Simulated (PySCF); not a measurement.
Method: B3LYP in PySCF with Se def2-TZVP, O def2-TZVP; no relativity; density-fitted integrals. Open shells, if any, are unrestricted.

Question: What shape and geometry does isolated singlet SeO3 take (every ligand bound to Se)?

Answer: Counting electrons, selenium keeps none of its valence electrons outside its bonds, so the VSEPR class is AX3 and the expected shape is trigonal planar (D3h), as computed. The lowest minimum found is a singlet of D3h symmetry with Se–O 1.601 Å (×3); O–Se–O 120.0° (×3). Its harmonic wavenumbers are 262 (a2''), 349 (e'), 911 (a1'), 1024 (e') cm⁻¹ and its dipole moment is 0.00 D.
